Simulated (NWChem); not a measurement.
Everything below was run with NWChem. System: C3H3N2, charge 0, spin multiplicity 2, at a geometry optimised with UB3LYP/def2-SVP. The structure started from a generated list of species. Its SCF solution wasn't tested for a lower state.

Job file:

```
start mol
memory heap 200 mb stack 900 mb global 1100 mb
geometry units angstroms nocenter noautoz
  C     -0.518998     1.047723     0.000000
  N      0.753206     0.991839     0.000000
  C      1.073456    -0.360275     0.000000
  C     -0.083670    -1.103438     0.000000
  N     -1.117774    -0.171081     0.000000
  H      2.104582    -0.709579     0.000000
  H     -0.265717    -2.175862     0.000000
  H     -2.111612    -0.363925     0.000000
  symmetry group Cs
end
basis spherical
  * library def2-tzvp
end
dft
  xc xpbe96 cpbe96
  odft
  mult 2
  semidirect memsize 60000000 filesize 0
  iterations 100
end
task dft energy
```

The output up to the point where the run's verdict is printed (cleaned and shortened):

```
             Northwest Computational Chemistry Package (NWChem) 7.3.0
             --------------------------------------------------------

                                NWChem Input Module
                                -------------------

 Scaling coordinates for geometry "geometry" by  1.889725989
 (inverse scale =  0.529177249)

 Turning off AUTOSYM since
 SYMMETRY directive was detected!

                             Geometry "geometry" -> ""
                             -------------------------

 Output coordinates in angstroms (scale by  1.889725989 to convert to a.u.)

  No.       Tag          Charge          X              Y              Z
 ---- ---------------- ---------- -------------- -------------- --------------
    1 C                    6.0000    -0.51899800     1.04772300     0.00000000
    2 N                    7.0000     0.75320600     0.99183900     0.00000000
    3 C                    6.0000     1.07345600    -0.36027500     0.00000000
    4 C                    6.0000    -0.08367000    -1.10343800     0.00000000
    5 N                    7.0000    -1.11777400    -0.17108100     0.00000000
    6 H                    1.0000     2.10458200    -0.70957900     0.00000000
    7 H                    1.0000    -0.26571700    -2.17586200     0.00000000
    8 H                    1.0000    -2.11161200    -0.36392500     0.00000000

 Effective nuclear repulsion energy (a.u.)     154.6161882478

            Nuclear Dipole moment (a.u.)
            ----------------------------
        X                 Y               Z
 ---------------- ---------------- ----------------
     0.0000094486     0.0000000000     0.0000000000

      Symmetry information
      --------------------

 Group name             Cs
 Group number              2
 Group order               2
 No. of unique centers     8

      Symmetry unique atoms

     1    2    3    4    5    6    7    8


 Summary of "ao basis" -> "" (spherical)
 ------------------------------------------------------------------------------
       Tag                 Description            Shells   Functions and Types
[...]
 d= 0,ls=0.5,diis    75   -225.1302614625 -3.68D-05  1.90D-05  3.79D-05   248.2
                                                     1.03D-05  7.33D-05
 d= 0,ls=0.5,diis    76   -225.1302893792 -2.79D-05  1.91D-05  3.84D-05   251.7
                                                     1.54D-05  8.12D-05
 d= 0,ls=0.5,diis    77   -225.1303374904 -4.81D-05  1.68D-05  2.21D-05   256.2
                                                     1.02D-05  6.26D-05
 d= 0,ls=0.5,diis    78   -225.1303606928 -2.32D-05  1.65D-05  2.88D-05   259.8
                                                     1.20D-05  7.56D-05
 d= 0,ls=0.5,diis    79   -225.1303949135 -3.42D-05  1.46D-05  2.83D-05   262.8
                                                     9.00D-06  7.24D-05
 d= 0,ls=0.5,diis    80   -225.1304175591 -2.26D-05  1.22D-05  3.02D-05   266.2
                                                     6.47D-06  8.18D-05
 d= 0,ls=0.5,diis    81   -225.1304241731 -6.61D-06  1.05D-05  3.74D-05   269.4
                                                     5.80D-06  9.93D-05
 d= 0,ls=0.5,diis    82   -225.1304159542  8.22D-06  1.00D-05  4.76D-05   272.3
                                                     4.26D-06  1.21D-04
 d= 0,ls=0.5,diis    83   -225.1304273338 -1.14D-05  1.81D-05  4.56D-05   275.3
                                                     1.54D-05  1.22D-04
 d= 0,ls=0.5,diis    84   -225.1304781684 -5.08D-05  1.17D-05  2.99D-05   278.1
                                                     6.40D-06  1.00D-04
 d= 0,ls=0.5,diis    85   -225.1304842708 -6.10D-06  1.24D-05  3.84D-05   281.0
                                                     8.17D-06  1.27D-04
 d= 0,ls=0.5,diis    86   -225.1305098508 -2.56D-05  1.35D-05  3.63D-05   284.0
                                                     1.08D-05  1.26D-04
 d= 0,ls=0.5,diis    87   -225.1305434912 -3.36D-05  1.39D-05  3.36D-05   287.9
                                                     1.17D-05  1.19D-04
 d= 0,ls=0.5,diis    88   -225.1305790600 -3.56D-05  1.57D-05  3.21D-05   291.8
                                                     1.43D-05  1.14D-04
 d= 0,ls=0.5,diis    89   -225.1306228274 -4.38D-05  1.60D-05  2.89D-05   294.8
                                                     1.41D-05  1.05D-04
 d= 0,ls=0.5,diis    90   -225.1306644911 -4.17D-05  1.36D-05  2.80D-05   297.9
                                                     1.07D-05  1.03D-04
 d= 0,ls=0.5,diis    91   -225.1306909947 -2.65D-05  5.02D-05  3.11D-05   300.8
                                                     6.38D-05  1.14D-04
 d= 0,ls=0.5,diis    92   -225.1308546667 -1.64D-04  4.11D-05  2.07D-05   304.1
                                                     4.95D-05  4.02D-05
 d= 0,ls=0.5,diis    93   -225.1309768555 -1.22D-04  2.71D-05  2.79D-05   307.3
                                                     2.94D-05  2.89D-05
 d= 0,ls=0.5,diis    94   -225.1310352708 -5.84D-05  2.33D-05  1.88D-05   310.4
                                                     2.13D-05  2.40D-05
 d= 0,ls=0.5,diis    95   -225.1310890071 -5.37D-05  2.74D-05  1.72D-05   313.4
                                                     2.55D-05  3.06D-05
 d= 0,ls=0.5,diis    96   -225.1311585697 -6.96D-05  5.83D-05  1.57D-05   316.5
                                                     6.55D-05  2.88D-05
 d= 0,ls=0.5,diis    97   -225.1312954477 -1.37D-04  5.31D-05  4.29D-05   319.4
                                                     5.52D-05  4.12D-05
 d= 0,ls=0.5,diis    98   -225.1314189775 -1.24D-04  5.51D-05  5.27D-05   322.4
                                                     5.71D-05  5.06D-05
 d= 0,ls=0.5,diis    99   -225.1315367129 -1.18D-04  4.70D-05  6.77D-05   325.3
                                                     4.86D-05  6.98D-05
 d= 0,ls=0.5,diis   100   -225.1316393258 -1.03D-04  4.57D-05  6.51D-05   328.5
                                                     4.55D-05  6.87D-05
```

Convergence was not reached. The next line reads: Calculation failed to converge. NWChem stopped with the message: dft energy failed.
